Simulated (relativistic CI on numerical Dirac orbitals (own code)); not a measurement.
Radial parameters of Pb9+

Calculated at this level of theory: Dirac-Coulomb-Breit CI, orbitals from a KLI potential per configuration, a model potential for QED, unscaled Slater integrals (own radial code, finite nucleus).

Slater integrals F^k, G^k are unscaled and averaged over j, outside the closed core [Kr] 4d10 4f14; ζ comes from projecting the Hamiltonian with its Breit term on Σ l·s of the shell.

- 5s²5p⁶5d⁵: F^2(5d,5d) = 94456, F^4(5d,5d) = 64348, ζ(5d) = 10713 cm⁻¹; <r>(5d) = 1.121, <r^2>(5d) = 1.418 (bohr units).
- 5s²5p⁶5d⁴6s: F^2(5d,5d) = 94978, F^4(5d,5d) = 64717, ζ(5d) = 11021, G^2(5d,6s) = 26415 cm⁻¹; <r>(5d) = 1.114, <r^2>(5d) = 1.4, <r>(6s) = 1.685, <r^2>(6s) = 3.147 (bohr units).
- 5s²5p⁶5d⁴5f: F^2(5d,5d) = 94886, F^4(5d,5d) = 64651, ζ(5d) = 10992, F^2(5d,5f) = 69466, F^4(5d,5f) = 44674, G^1(5d,5f) = 80044, G^3(5d,5f) = 49886, G^5(5d,5f) = 35735, ζ(5f) = 565.7 cm⁻¹; <r>(5d) = 1.115, <r^2>(5d) = 1.403, <r>(5f) = 1.568, <r^2>(5f) = 2.796 (bohr units).

Q: Give the Racah parameters of the d shell in 5s²5p⁶5d⁵.

A: B = F²/49 − 5F⁴/441 = 1198 cm⁻¹ and C = 35F⁴/441 = 5107 cm⁻¹.

Averages of the first 10 configurations, taken without configuration mixing, which lowers the lowest level and can move excited configurations by several eV; other configurations of the list can lie among them:

```csv
Configuration,Parity,States,Average energy above the lowest level (eV)
5s²5p⁶5d⁵,even,252,9.6
5s²5p⁶5d⁴6s,even,420,44.8
5s²5p⁶5d⁴5f,odd,2940,76.8
5s²5p⁵5d⁶,odd,1260,87.4
5s²5p⁶5d⁴6p,odd,1260,63.7
5s²5p⁶5d³6s6p,odd,1440,100.4
5s²5p⁶5d³5f6s,odd,3360,114.0
5s5p⁶5d⁶,even,420,151.3
5s²5p⁶5d⁴7s,even,420,97.3
5s²5p⁶5d³6s²,even,120,82.7
```
